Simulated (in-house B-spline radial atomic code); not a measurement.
**How G0W0 and RPA depend on the start: Sb22+**

Configuration [Ar] 3d10 4s1, highest spin. Computed with a B-spline radial code for spherical atoms: all electrons, non-relativistic, point nucleus, each spin shell either full or empty, empty states to l = 9 with an (l + 1/2)⁻⁴ tail; G0W0 by contour deformation at full frequency.

Without relativity these are model numbers: it shifts the levels of so heavy an element strongly and can reorder them.

```csv
start,mean-field 4s up (eV),G0W0 (eV),QP weight,RPA correlation (Eh)
Hartree-Fock,-673.48,-675.95,0.991,-2.141
PBE,-662.73,-676.51,0.985,-2.2436
TPSS,-662.18,?,?,?
LDA VWN5,-663.28,?,?,?
```

Q: What G0W0 level, weight and RPA correlation energy follow from the LDA VWN5 start?

A: G0W0 level -676.61 eV, weight 0.985, RPA correlation -2.2453 hartree.

Q: What G0W0 level, weight and RPA correlation energy follow from the TPSS start?

A: G0W0 level -676.52 eV, weight 0.986, RPA correlation -2.2385 hartree.

Q: How much of the dependence on the start does G0W0 remove?

A: The mean-field levels span 11.3 eV and the G0W0 levels 0.659 eV. Against 693.26 ± 0.24 eV (NIST, semi-empirical) the G0W0 removal energies are off by -17.31 to -16.65 eV, with relativity, Breit and QED terms left out.
